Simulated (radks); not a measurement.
Initial-state core-level shifts of the bismuth ion Bi+ when its valence configuration changes from [Hg] 6p2. Method: Dirac Kohn-Sham, LDA (Slater exchange, Perdew-Wang correlation), spin-unpolarised, spherical densities, point nucleus; open shells fill j = l - 1/2 first; computed with a radial shooting solver on a logarithmic mesh with Libxc functionals. Shifts are changes of the shell-averaged eigenvalues in eV (positive: less bound).

valence                          2s       4p       4d       5p
[Xe] 4f14 5d9.5 6s2 6p2.5    -3.361   -3.262   -3.259   -2.896
[Xe] 4f13 5d10 6s2 6p3      -22.973  -21.275  -20.645   -9.430
[Xe] 4f14 5d10 6s1 6p3       -2.054   -2.064   -2.061   -2.018
[Xe] 4f13.5 5d10 6s1 6p3.5  -13.389  -12.593  -12.277   -6.670
[Xe] 4f14 5d8.5 6s2 6p3.5   -10.147   -9.813   -9.803   -8.628
[Xe] 4f11 5d10 6s2 6p5      -71.485  -65.294  -63.380  -28.574
[Xe] 4f13.5 5d10 6s2 6p2.5  -11.377  -10.572  -10.259   -4.702
[Xe] 4f13 5d10 6s1 6p4      -24.948  -23.258  -22.625  -11.352
[Xe] 4f14 5d10 6s1.5 6p2.5   -1.039   -1.044   -1.043   -1.022
